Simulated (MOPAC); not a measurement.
MOPAC input (PM6):

```
PM6 PRECISE GNORM=0.05 LET XYZ UHF MS=0.5 GEO-OK AUX(PRECISION=9) THREADS=1
ORb

Rb   -0.00000000 1   -0.00000000 1   -0.41833200 1
O     0.00000000 1    0.00000000 1    1.93478400 1
```

Output:

```
 *******************************************************************************
 **                                                                           **
 **                              MOPAC v23.2.5                                **
 **                                                                           **
 *******************************************************************************
 ** MOPAC's Digital Object Identifier: https://doi.org/10.5281/zenodo.6511958 **
 **                                                                           **
 ** Please cite the open-source release paper for use of this MOPAC version:  **
 ** J. E. Moussa and J. J. P. Stewart (2026)                                  **
 ** MOPAC: An open-source semiempirical molecular orbital program             **
 ** J. Open Source Softw., 11(119), 8025, https://doi.org/10.21105/joss.08025 **
 *******************************************************************************

                              PM6 CALCULATION RESULTS

 *******************************************************************************
 *  PM6        - The PM6 Hamiltonian to be used
 *  GEO-OK     - OVERRIDE INTERATOMIC DISTANCE AND OTHER SAFETY CHECKS
 *  UHF        - UNRESTRICTED HARTREE-FOCK CALCULATION
 *  MS=        - IN MECI, MAGNETIC COMPONENT OF SPIN =  0.5
 *  LET        - OVERRIDE SOME SAFETY CHECKS
 *  PRECISE    - TIGHTER CRITERIA TO BE USED
 *  XYZ        - CARTESIAN COORDINATE SYSTEM TO BE USED
 *  GNORM      - EXIT WHEN GRADIENT NORM DROPS BELOW 0.050
 *  AUX        - OUTPUT AUXILIARY INFORMATION
 *******************************************************************************
PM6 PRECISE GNORM=0.05 LET XYZ UHF MS=0.5 GEO-OK AUX(PRECISION=9) THREADS=1
 ORb

   ATOM   CHEMICAL          X               Y               Z
  NUMBER   SYMBOL      (ANGSTROMS)     (ANGSTROMS)     (ANGSTROMS)

     1      Rb         -0.00000000  *  -0.00000000  *  -0.41833200  *
     2       O          0.00000000  *   0.00000000  *   1.93478400  *

          CARTESIAN COORDINATES

    NO.       ATOM           X           Y           Z

     1        Rb         -0.0000     -0.0000     -0.4183
     2         O          0.0000      0.0000      1.9348

 General Reference for PM6:
 "Optimization of Parameters for Semiempirical Methods V: Modification of NDDO Approximations
 and Application to 70 Elements", J. J. P. Stewart, J. Mol. Mod., 13, 1173-1213 (2007)
 URL: https://link.springer.com/article/10.1007/s00894-007-0233-4

           Empirical Formula: O Rb  =     2 atoms

      MOLECULAR POINT GROUP   :   C*v

          UHF CALCULATION, NO. OF ALPHA ELECTRONS =    4
                           NO. OF BETA  ELECTRONS =    3

          Geometry optimization using EF

          DIAGONAL MATRIX USED AS START HESSIAN

 CYCLE:     1  GRAD.:    36.275 HEAT:  31.15014
 CYCLE:     2  GRAD.:    10.888 HEAT:  29.42750
 CYCLE:     3  GRAD.:     3.255 HEAT:  29.12575
 CYCLE:     4  GRAD.:     0.521 HEAT:  29.10085
 CYCLE:     5  GRAD.:     0.019 HEAT:  29.10023

     GRADIENT =  0.01910 IS LESS THAN CUTOFF =  0.05000

 -------------------------------------------------------------------------------
 PM6 PRECISE GNORM=0.05 LET XYZ UHF MS=0.5 GEO-OK AUX(PRECISION=9) THREADS=1
 ORb

     GEOMETRY OPTIMISED USING EIGENVECTOR FOLLOWING (EF).
     SCF FIELD WAS ACHIEVED

                              PM6 CALCULATION
                                                       MOPAC v23.2.5 Linux

          FINAL HEAT OF FORMATION =         29.10023 KCAL/MOL =     121.75538 KJ/MOL

          COSMO AREA              =        182.20 SQUARE ANGSTROMS
          COSMO VOLUME            =        229.27 CUBIC ANGSTROMS

          GRADIENT NORM           =          0.01910          =       0.01351 PER ATOM
          IONIZATION POTENTIAL    =          6.795701 EV
          ALPHA SOMO LUMO (EV)    =         -8.727  1.275
          BETA  SOMO LUMO (EV)    =         -6.796  0.703
          NO. OF ALPHA ELECTRONS  =          4
          NO. OF BETA  ELECTRONS  =          3
          MOLECULAR WEIGHT        =        101.4672         POINT GROUP:  C*v

          MOLECULAR DIMENSIONS (Angstroms)

            Atom       Atom       Distance
            O     2   Rb     1     2.52863
            O     2   Rb     1     0.00000
           Rb     1    O     2     0.00000

          SCF CALCULATIONS        =          6

   ATOM   CHEMICAL          X               Y               Z
  NUMBER   SYMBOL      (ANGSTROMS)     (ANGSTROMS)     (ANGSTROMS)

     1      Rb          0.00000000  *   0.00000000  *  -0.50608900  *
     2       O          0.00000000  *   0.00000000  *   2.02254100  *

                             CARTESIAN COORDINATES

   1   Rb        0.000000000     0.000000000    -0.506089003
   2    O        0.000000000     0.000000000     2.022541003

           Empirical Formula: O Rb  =     2 atoms

      MOLECULAR POINT GROUP   :   C*v

          ALPHA EIGENVALUES
 -23.48904 -11.91093  -9.04934  -8.72716   1.27533   1.41845   2.55093   4.47188

           BETA EIGENVALUES
 -18.24604  -7.08443  -6.79570   0.70284   1.38108   2.32725   2.91398   4.18978

              NET ATOMIC CHARGES AND DIPOLE CONTRIBUTIONS

  ATOM NO.   TYPE          CHARGE      No. of ELECS.   s-Pop       p-Pop
    1         Rb           0.755042        0.2450     0.00004     0.24492
    2          O          -0.755042        6.7550     1.93822     4.81682
 DIPOLE           X         Y         Z       TOTAL
 POINT-CHG.    -0.000    -0.000    -9.170     9.170
 HYBRID         0.000    -0.000    -0.109     0.109
 SUM            0.000    -0.000    -9.279     9.279

          ATOMIC ORBITAL ELECTRON POPULATIONS

     Atom    s        px        py        pz
    1 Rb   0.00004   0.04748   0.00616   0.19127
    2  O   1.93822   1.95252   0.99384   1.87046

                    (SZ)    =    0.500000
                    (S**2)  =    0.766967

          ATOMIC ORBITAL SPIN POPULATIONS

    Atom   Total    s     px     py     pz
         Atomic
    1 Rb -0.0784 -0.000 -0.019  0.006 -0.065
    2  O  1.0784  0.018  0.019  0.994  0.048

 **********************
 *                    *
 * JOB ENDED NORMALLY *
 *                    *
 **********************

 == MOPAC DONE ==
```

The geometry given is a B3LYP-D3(BJ)/def2-TZVP minimum.
